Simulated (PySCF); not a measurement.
Give a PBE0-D3(BJ)/def2-SVP geometry of `C=C[Si]([CH][CH2+])(C=C)C=C` [radical]. (Charge +1 and doublet state.)

```
atom  x, y, z in Å
C1     3.0227   -0.0374   -1.0224
C2     2.3005   -0.1848    0.0969
Si3    0.4779    0.0642    0.2057
C4    -0.2402    0.3782    1.8772
C5    -0.8705   -0.5447    2.6168
C6    -0.5264   -1.1828   -0.8265
C7    -1.8207   -1.5153   -0.5942
C8    -0.2112    1.2107   -1.1412
C9    -1.3364    1.9467   -0.9600
H10    4.1040   -0.2086   -1.0335
H11    2.5831    0.2613   -1.9807
H12    2.8125   -0.4764    1.0224
H13   -0.0782    1.3725    2.3152
H14   -1.2279   -0.3188    3.6268
H15   -1.0482   -1.5671    2.2643
H16    0.0191   -1.6401   -1.6633
H17   -2.4515   -0.9625    0.1102
H18   -2.2707   -2.3918   -1.0773
H19    0.3393    1.2722   -2.0890
H20   -1.9968    1.8005   -0.0977
H21   -1.5984    2.7579   -1.6505
```

Orientation and origin are arbitrary. Atoms count from 1 in this order. Of the pairs four or more bonds apart, C7···H15 is among the closest relative to their van der Waals radii: 2.96 Å, 102 % of the sum of Bondi's values. C4 (carbon bonded to C, Si and H) is planar (angles 124.4°, 118.2° and 117.2°, sum 359.9°, 0.03 Å off the plane of its three neighbours). C2 (carbon bonded to C, Si and H) is planar (angles 124.6°, 118.8° and 116.6°, sum 360.0°, 0.00 Å off the plane of its three neighbours). Si3 (silicon bonded to 4 C) has angles from 79.6° to 117.5°.

Bonds between heavy atoms (Å): C1=C2 1.340, C2–Si3 1.843, Si3–C4 1.846, C4–C5 1.340, Si3–C6 1.905, C6=C7 1.356, Si3–C8 1.898, C8=C9 1.357.

Method: PBE0-D3(BJ)/def2-SVP geometry optimisation, gas phase in PySCF 2.14.0.

Point group: C1 (no symmetry element, even within 0.4 Å). PBE0-D3(BJ)/def2-SVP frequencies: not computed here. ⟨S²⟩ = 0.770 (exact for a doublet: 0.75). Torsions: C1–C2–Si3–C4 -160°, C2–Si3–C4–C5 -101°, Si3–C4–C5–H 176° and -3°, C2–Si3–C6–C7 157°, C2–Si3–C8–C9 -153°.

One conformer stands for the species.
